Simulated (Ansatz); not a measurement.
A nudged elastic band was laid between two geometries of AlH₆NO₃ (11 atoms, charge 0, multiplicity 1).

All numbers below come from Ansatz 0.2.0, RKS B3LYP-D4/def2-SVP.

| Property | Result |
| --- | --- |
| movable images | 2 |
| climbing image | no |
| spring | 5.0 eV/Å² |
| optimiser | quadratic models (default) |
| start path | through a guess of the saddle point |
| force threshold | 0.05 eV/Å |
| iteration limit | 60 |
| end points | relaxed |

Image 0:

```xyz
11
Properties=species:S:1:pos:R:3
Al 0.124 -0.500 0.008
O 1.213 -0.493 -1.341
O 0.808 -0.605 1.597
O -1.452 -1.183 -0.228
H 0.124 1.926 -0.770
N -0.378 1.458 -0.013
H 1.168 -1.165 -2.026
H 1.680 -0.983 1.742
H -1.773 -1.903 0.320
H -1.384 1.554 -0.167
H -0.131 1.895 0.877
```

Image 3:

```xyz
11
Properties=species:S:1:pos:R:3
Al -0.037 -0.351 0.318
O 1.009 -0.111 -1.366
O 0.946 -1.020 1.553
O -1.239 -1.361 -0.397
H 0.641 0.814 -1.372
N -0.395 1.450 0.190
H 0.539 -0.614 -2.052
H 1.403 -0.535 2.243
H -1.566 -2.156 0.032
H -1.363 1.742 0.071
H 0.062 2.141 0.780
```

(1) What changes between the two ends?

(2) What energy profile does the band end with?

(3) What is the geometry of the highest image?

Results:

(1) Bonds broken: H5–N6. Bonds formed: O2–H5.

(2) The run converged. The highest image is number 2 of 0 to 3, 0.91 eV above the first end and 0.02 eV above the last; the last end lies 0.89 eV above the first. No image climbed, so the highest image needn't sit at the top of the path. So few images can step over the top or miss a turn of the path. The orbitals stay closed-shell, which can raise the energy where a bond breaks towards radicals; this wasn't checked here.

| image | path coordinate (Å) | energy (eV) | H5–N6 (Å) | O2–H5 (Å) |
| --- | --- | --- | --- | --- |
| 0 | 0.00 | 0.00 | 1.02 | 2.71 |
| 1 | 0.98 | 0.17 | 1.04 | 1.95 |
| 2 | 1.96 | 0.91 | 1.87 | 1.01 |
| 3 | 2.94 | 0.89 | 1.98 | 1.00 |

(3) 
```xyz
11
Properties=species:S:1:pos:R:3
Al -0.135 -0.300 0.392
O 1.084 -0.136 -1.191
O 0.788 -0.795 1.752
O -1.370 -1.309 -0.257
H 0.729 0.809 -1.197
N -0.450 1.490 0.079
H 0.722 -0.590 -1.968
H 1.731 -0.968 1.752
H -1.597 -2.161 0.123
H -1.386 1.763 -0.216
H -0.116 2.196 0.731
```

The run took 80 s on 2 threads of Arm Neoverse V2, on a shared host, peak memory 0.22 GiB.
